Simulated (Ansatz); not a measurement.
`C=[C]([GeH3])C=O` and `C=[C]([SiH3])[GeH3]` differ in one atom or group.

Ansatz, PBE0-D4/def2-TZVP geometries, multiplicity 1. Each molecule was computed in one conformer, which needn't be the lowest.

Scalar relativity is left out up to krypton.

```
                             property  `C=[C]([GeH3])C=O`
  HOMO energy (B3LYP/def2-TZVPP) / eV               -7.42
 HOMO–LUMO gap (PBE0/def2-TZVPP) / eV                5.66
   LUMO energy (PBE0/def2-TZVPP) / eV               -1.99
HOMO–LUMO gap (B3LYP/def2-TZVPP) / eV                5.21
  LUMO energy (B3LYP/def2-TZVPP) / eV               -2.21
    LUMO energy (PBE/def2-TZVPP) / eV               -3.01
```

(1) What does the change do to each property? (An estimate is asked.)

## Answers

(1) The calculation gave: 
| property | `C=[C]([SiH3])[GeH3]` | shift |
| --- | --- | --- |
| HOMO energy (B3LYP/def2-TZVPP) / eV | -7.84 | -0.42 |
| HOMO–LUMO gap (PBE0/def2-TZVPP) / eV | 7.29 | 1.63 |
| LUMO energy (PBE0/def2-TZVPP) / eV | -0.78 | 1.21 |
| HOMO–LUMO gap (B3LYP/def2-TZVPP) / eV | 6.86 | 1.65 |
| LUMO energy (B3LYP/def2-TZVPP) / eV | -0.98 | 1.23 |
| LUMO energy (PBE/def2-TZVPP) / eV | -1.78 | 1.23 |

With PBE0 the HOMO falls by 0.42 eV and the LUMO rises by 1.21 eV, so the gap widens by about 1.63 eV. PBE moves the HOMO by -0.90 eV and ωB97M-V by -0.22 eV.

B3LYP here is the variant with VWN-RPA as its local correlation; programs differ in this.
